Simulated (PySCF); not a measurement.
# Te: electron affinity

Te⁻ [Kr] 4d10 5s2 5p5 (2P) → Te [Kr] 4d10 5s2 5p4 (3P), as a difference of total energies. All numbers are calculated (PySCF 2.14, the spin-free X2C one-electron Hamiltonian (Gaussian nucleus), in aug-cc-pVQZ-DK3 (9s8p6d3f2g, 102 functions)). Correlated levels: valence: [Kr] 4d10 frozen. The calculations carry no spin-orbit coupling.

```csv
method,electron affinity (eV),plus first-order spin-orbit estimate,error of that sum (eV)
UHF,1.056,1.026,-0.945
LDA,2.324,2.293,+0.322
PBE,2.077,2.047,+0.076
PBE0,2.030,2.000,+0.029
r2SCAN,2.037,2.007,+0.036
wB97M-V,1.996,1.966,-0.005
HSE06,2.073,2.043,+0.072
BP86,2.226,2.196,+0.225
MP2 (valence),1.935,1.905,-0.066
SCS-MP2 (valence),1.949,1.918,-0.053
```

Reference: 1.971 eV (measured; photodetachment measurements, as compiled on the Wikipedia data page of electron affinities).

A first-order spin-orbit estimate (lowest level to lowest level, LS coupling) adds -0.031 eV.

Errors of the correlated levels include the incompleteness of this basis and the frozen core.

In the anion the highest occupied orbital energy is positive at LDA, PBE, r2SCAN, HSE06, BP86, a self-interaction effect; the basis confines that electron, and the energy difference can still be sensible.
